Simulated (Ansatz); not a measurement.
System: AuCl, charge 1, doublet. AuCl+ (parent SMILES [Cl][Au], doublet).
B3LYP-D3(BJ)/def2-TZVP minimum from Ansatz (an electronic-structure program):
```xyz
2

Au     0.0000     0.0000    -0.3973
Cl     0.0000     0.0000     1.8465
```
Charge +1, spin multiplicity 2.

Total energies in def2-TZVPP, 17 correlated electrons, 9 frozen orbitals. Open shells are spin-unrestricted; no spin-orbit coupling. Cores are frozen in correlated methods (noble-gas shells, and filled d and f shells in the p block). Past Kr the def2 sets carry scalar-relativistic core potentials. The spin of AuCl+ (parent SMILES [Cl][Au], doublet) was assumed, and the state is the lowest solution found for it.

| method | program | energy (Eh) | minus CCSDT(Q) (mEh) |
|---|---|---|---|
| HF | Ansatz | -593.99272 | 534.99 |
| MP2 | Ansatz | -594.50885 | 18.86 |
| CCSD | Ansatz | -594.50510 | 22.62 |
| CCSD(T) | Ansatz | -594.52648 | 1.24 |
| CCSDT(Q) | Ansatz | -594.52772 | 0.00 |

Rough core times of Ansatz's runs on a shared machine: CCSD(T) 4 min, CCSDT(Q) 40 min.
